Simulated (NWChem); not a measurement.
The numbers come from NWChem runs, not from measurements. System: CH₃O₂ (+1), charge 1, spin multiplicity 1, at a geometry optimised with PBE0/def2-SVP. The structure started from a generated list of species. Level: TDA-LDA (SVWN5)/def2-SVPD.

Input file:

```
start mol
memory heap 200 mb stack 900 mb global 1100 mb
charge 1
geometry units angstroms nocenter noautoz
  O     -0.333433     1.095837     0.000000
  C     -0.390857    -0.159333     0.000000
  O      0.664143    -0.856910     0.000000
  H      0.575075     1.469112     0.000000
  H     -1.400912    -0.600122     0.000000
  H      0.525298    -1.824403     0.000000
  symmetry group Cs
end
basis spherical
  * library def2-svpd
end
dft
  xc slater vwn_5
  semidirect memsize 60000000 filesize 0
  iterations 100
end
tddft
  cis
  nroots 6
  notriplet
  thresh 1e-4
end
task tddft energy
```

Part of the output:

```
             Northwest Computational Chemistry Package (NWChem) 7.3.0
             --------------------------------------------------------

                                NWChem Input Module
                                -------------------

 Scaling coordinates for geometry "geometry" by  1.889725989
 (inverse scale =  0.529177249)

 Turning off AUTOSYM since
 SYMMETRY directive was detected!

                             Geometry "geometry" -> ""
                             -------------------------

 Output coordinates in angstroms (scale by  1.889725989 to convert to a.u.)

  No.       Tag          Charge          X              Y              Z
 ---- ---------------- ---------- -------------- -------------- --------------
    1 O                    8.0000    -0.33343300     1.09583700     0.00000000
    2 C                    6.0000    -0.39085700    -0.15933300     0.00000000
    3 O                    8.0000     0.66414300    -0.85691000     0.00000000
    4 H                    1.0000     0.57507500     1.46911200     0.00000000
    5 H                    1.0000    -1.40091200    -0.60012200     0.00000000
    6 H                    1.0000     0.52529800    -1.82440300     0.00000000

 Effective nuclear repulsion energy (a.u.)      78.5474092401

            Nuclear Dipole moment (a.u.)
            ----------------------------
        X                 Y               Z
 ---------------- ---------------- ----------------
    -0.0000018897     0.0000094486     0.0000000000

      Symmetry information
      --------------------

 Group name             Cs
 Group number              2
 Group order               2
 No. of unique centers     6

      Symmetry unique atoms

     1    2    3    4    5    6


 Summary of "ao basis" -> "" (spherical)
 ------------------------------------------------------------------------------
       Tag                 Description            Shells   Functions and Types
 ---------------- ------------------------------  ------  ---------------------
 *                         def2-svpd                  on all atoms

                                 NWChem DFT Module
[...]
     Occ.   12  a"  ---  Virt.   13  a"       0.92164
     Occ.   12  a"  ---  Virt.   18  a"      -0.08766
     Occ.   12  a"  ---  Virt.   21  a"      -0.06637
     Occ.   12  a"  ---  Virt.   23  a"       0.06984
  ----------------------------------------------------------------------------
  Root   4 singlet a"             0.384796031 a.u.               10.4708 eV
  ----------------------------------------------------------------------------
     Transition Moments    X -0.00000   Y  0.00000   Z  0.10262
     Transition Moments   XX -0.00000  XY -0.00000  XZ  0.22045
     Transition Moments   YY  0.00000  YZ -0.81675  ZZ  0.00000
     Dipole Oscillator Strength                    0.0027016605
     Electric Quadrupole                           0.0000002171
     Magnetic Dipole                               0.0000007378
     Total Oscillator Strength                     0.0027026155

          sigma_e =   1.8359 Angstrom
          sigma_h =   1.3265 Angstrom
         |d_h->e| =   1.8728 Angstrom
            d_exc =   2.9417 Angstrom
            d_CD1 =   2.3821 Angstrom
            d_CD2 =   0.2916 Angstrom
            d_CD3 =   4.8144 Angstrom
     Pearson C.C. =  -0.0033

     Occ.   12  a"  ---  Virt.   14  a'       0.99671
  ----------------------------------------------------------------------------
  Root   5 singlet a"             0.401940695 a.u.               10.9374 eV
  ----------------------------------------------------------------------------
     Transition Moments    X -0.00000   Y  0.00000   Z -0.10768
     Transition Moments   XX -0.00000  XY -0.00000  XZ  0.01804
     Transition Moments   YY  0.00000  YZ -0.46578  ZZ  0.00000
     Dipole Oscillator Strength                    0.0031069846
     Electric Quadrupole                           0.0000000751
     Magnetic Dipole                               0.0000006945
     Total Oscillator Strength                     0.0031077542

          sigma_e =   1.8647 Angstrom
          sigma_h =   1.3285 Angstrom
         |d_h->e| =   1.1699 Angstrom
            d_exc =   2.5763 Angstrom
            d_CD1 =   1.7061 Angstrom
            d_CD2 =  -0.4267 Angstrom
            d_CD3 =   3.7462 Angstrom
     Pearson C.C. =  -0.0053

     Occ.    8  a'  ---  Virt.   13  a"       0.08690
     Occ.   12  a"  ---  Virt.   15  a'      -0.99370
  ----------------------------------------------------------------------------
  Root   6 singlet a'             0.405136409 a.u.               11.0243 eV
  ----------------------------------------------------------------------------
     Transition Moments    X  0.11874   Y -0.10136   Z  0.00000
     Transition Moments   XX  0.90685  XY  0.55267  XZ  0.00000
     Transition Moments   YY -0.81991  YZ -0.00000  ZZ  0.33676
     Dipole Oscillator Strength                    0.0065829719
     Electric Quadrupole                           0.0000003823
     Magnetic Dipole                               0.0000008050
     Total Oscillator Strength                     0.0065841592

          sigma_e =   1.9600 Angstrom
          sigma_h =   1.4080 Angstrom
         |d_h->e| =   1.3702 Angstrom
            d_exc =   2.7948 Angstrom
            d_CD1 =   1.9222 Angstrom
            d_CD2 =  -0.3139 Angstrom
            d_CD3 =   4.1650 Angstrom
     Pearson C.C. =  -0.0198

     Occ.    9  a"  ---  Virt.   13  a"      -0.05531
     Occ.   10  a'  ---  Virt.   15  a'      -0.06995
     Occ.   11  a'  ---  Virt.   14  a'      -0.98636
     Occ.   11  a'  ---  Virt.   15  a'       0.07971
     Occ.   12  a"  ---  Virt.   13  a"      -0.06686

              Target root =      1
          Target symmetry = none
      Ground state energy =   -188.504149200603
        Excitation energy =      0.282584056500
     Excited state energy =   -188.221565144103

  stored tddft:energy   -188.22156514410290

 Task  times  cpu:        7.2s     wall:        7.2s

 Total times  cpu:        7.2s     wall:        7.2s
```
